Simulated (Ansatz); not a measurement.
A structure relaxed at PBE0-D4/def2-TZVP, charge 0, multiplicity 1:

| atom | x (Å) | y (Å) | z (Å) |
| --- | --- | --- | --- |
| O1 | 1.245 | 0.066 | -1.162 |
| Al2 | -0.226 | -0.705 | -0.764 |
| B3 | -1.019 | 0.020 | 1.054 |
| Se4 | -0.033 | 1.367 | 1.958 |
| H5 | 1.746 | -0.136 | -1.950 |
| H6 | -0.775 | -1.809 | -1.769 |
| H7 | -2.020 | -0.285 | 1.633 |
| H8 | 1.081 | 1.482 | 1.000 |

Q: Give its formula and SMILES.

A: AlBH4OSe, `[OH][AlH][BH][SeH]`.

Q: Point group (tolerance 0.08 Å, 0.16 Å for H)?

A: Cs.

Q: Summarise the bond lengths by kind.

A: 1 × Al–O 1.707 Å; 1 × H–O 0.956 Å; 1 × Al–B 2.112 Å; 1 × Al–H 1.591 Å; 1 × B–Se 1.899 Å; 1 × B–H 1.195 Å; 1 × H–Se 1.474 Å.

Computed with Ansatz.
